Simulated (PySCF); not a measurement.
Br5Ta, singlet, geometry from GFN2-xTB (such geometries of metal compounds can be far from the true shape) (core potentials on Ta); PySCF with SVWN5/def2-SVP.

Input for PySCF:
```python
from pyscf import gto, scf, dft

mol = gto.Mole()
mol.atom = '''
    Ta    0.00000000   -0.00000000   -0.00000000
    Br    1.78704776   -0.53182548    1.65658392
    Br   -1.78704776    0.53182548   -1.65658392
    Br    0.39949479    2.38404800    0.33441180
    Br    1.23333407   -1.21431136   -1.72030440
    Br   -1.63282886   -1.16973665    1.38589260
'''
mol.basis = 'def2-svp'
mol.ecp = {'Ta': 'def2-svp'}
mol.verbose = 4
mol.build()

mf = dft.RKS(mol)
mf.xc = 'lda,vwn'
mf.kernel()
```

Predict the main parts of the log of this PySCF run.


```
PySCF version 2.14.0

[INPUT] verbose = 4
[INPUT] num. atoms = 6
[INPUT] num. electrons = 188
[INPUT] charge = 0
[INPUT] spin (= nelec alpha-beta = 2S) = 0
[INPUT] symmetry False subgroup None
[INPUT] Mole.unit = angstrom
[INPUT] Symbol           X                Y                Z      unit          X                Y                Z       unit  Magmom
[INPUT]  1 Ta     0.000000000000   0.000000000000   0.000000000000 AA    0.000000000000   0.000000000000   0.000000000000 Bohr   0.0
[INPUT]  2 Br     1.787047760000  -0.531825480000   1.656583920000 AA    3.377030837917  -1.005004503265   3.130489911158 Bohr   0.0
[INPUT]  3 Br    -1.787047760000   0.531825480000  -1.656583920000 AA   -3.377030837917   1.005004503265  -3.130489911158 Bohr   0.0
[INPUT]  4 Br     0.399494790000   2.384048000000   0.334411800000 AA    0.754935741291   4.505197787817   0.631946714823 Bohr   0.0
[INPUT]  5 Br     1.233334070000  -1.214311360000  -1.720304400000 AA    2.330663612395  -2.294715900348  -3.250904166884 Bohr   0.0
[INPUT]  6 Br    -1.632828860000  -1.169736650000   1.385892600000 AA   -3.085599353686  -2.210481906366   2.618957452061 Bohr   0.0

nuclear repulsion = 2193.78191236955
number of shells = 72
number of NR pGTOs = 427
number of NR cGTOs = 192
basis = def2-svp
ecp = {'Ta': 'def2-svp'}

******** <class 'pyscf.dft.rks.RKS'> ********
method = RKS
initial guess = minao
damping factor = 0
level_shift factor = 0
DIIS = <class 'pyscf.scf.diis.CDIIS'>
diis_start_cycle = 1
diis_space = 8
diis_damp = 0
SCF conv_tol = 1e-09
SCF conv_tol_grad = None
SCF max_cycles = 50
direct_scf = True
direct_scf_tol = 1e-13
XC library pyscf.dft.libxc version 7.1.2
    S. Lehtola, C. Steigemann, M. J. T. Oliveira, and M. A. L. Marques,  SoftwareX 7, 1–5 (2018)
XC functionals = lda,vwn
    P. A. M. Dirac,  Math. Proc. Cambridge Philos. Soc. 26, 376 (1930)
    F. Bloch,  Z. Phys. 57, 545 (1929)
    S. H. Vosko, L. Wilk, and M. Nusair,  Can. J. Phys. 58, 1200 (1980)
radial grids:
    Treutler-Ahlrichs [JCP 102, 346 (1995); DOI:10.1063/1.469408] (M4) radial grids

becke partition: Becke, JCP 88, 2547 (1988); DOI:10.1063/1.454033
pruning grids: <function nwchem_prune>
grids dens level: 3
symmetrized grids: False
atomic radii adjust function: <function treutler_atomic_radii_adjust>
small_rho_cutoff = 0
Set gradient conv threshold to 3.16228e-05
Initial guess from minao.
tot grids = 126128
init E= -12891.1523320966
  HOMO = -0.440434603238479  LUMO = -0.425908666728609  gap/eV = 0.39527
cycle= 1 E= -12906.2885931504  delta_E= -15.1  |g|=  3.2  |ddm|= 8.58
  HOMO = -0.0682912490082503  LUMO = 0.0906031998141822  gap/eV = 4.32374
cycle= 2 E= -12902.6471164877  delta_E= 3.64  |g|= 4.28  |ddm|= 7.33
  HOMO = -0.274394410147177  LUMO = -0.12799981553632  gap/eV = 3.98360
cycle= 3 E= -12908.5838969291  delta_E= -5.94  |g|= 0.626  |ddm|= 5.57
  HOMO = -0.250807913547155  LUMO = -0.184543723688265  gap/eV = 1.80314
cycle= 4 E= -12908.4977962813  delta_E= 0.0861  |g|= 0.872  |ddm|= 1.81
  HOMO = -0.269407070043499  LUMO = -0.184807221152304  gap/eV = 2.30208
cycle= 5 E= -12908.6676915231  delta_E= -0.17  |g|= 0.396  |ddm|= 1.42
  HOMO = -0.267144813668149  LUMO = -0.173249344530133  gap/eV = 2.55503
cycle= 6 E= -12908.7175178242  delta_E= -0.0498  |g|= 0.054  |ddm|= 0.66
  HOMO = -0.262522082089126  LUMO = -0.167799738578304  gap/eV = 2.57753
cycle= 7 E= -12908.7183884332  delta_E= -0.000871  |g|= 0.0205  |ddm|= 0.102
  HOMO = -0.263860712668103  LUMO = -0.169261409226728  gap/eV = 2.57418
cycle= 8 E= -12908.7184369083  delta_E= -4.85e-05  |g|= 0.00746  |ddm|= 0.0242
  HOMO = -0.264046925277604  LUMO = -0.169088742139107  gap/eV = 2.58394
cycle= 9 E= -12908.7184523325  delta_E= -1.54e-05  |g|= 0.00113  |ddm|= 0.00865
  HOMO = -0.264011538347468  LUMO = -0.169066625933909  gap/eV = 2.58358
cycle= 10 E= -12908.7184528201  delta_E= -4.88e-07  |g|= 9.22e-05  |ddm|= 0.00203
  HOMO = -0.264008115899572  LUMO = -0.169059012435972  gap/eV = 2.58370
cycle= 11 E= -12908.7184528222  delta_E= -2.09e-09  |g|= 2.9e-05  |ddm|= 0.000126
  HOMO = -0.264008315335907  LUMO = -0.169059818714952  gap/eV = 2.58368
cycle= 12 E= -12908.7184528225  delta_E= -2.51e-10  |g|= 1.16e-05  |ddm|= 5.46e-05
  HOMO = -0.264008203318264  LUMO = -0.169061156905295  gap/eV = 2.58364
Extra cycle  E= -12908.7184528222  delta_E= 3.24e-10  |g|= 3.21e-05  |ddm|= 6.95e-05
converged SCF energy = -12908.7184528222
```
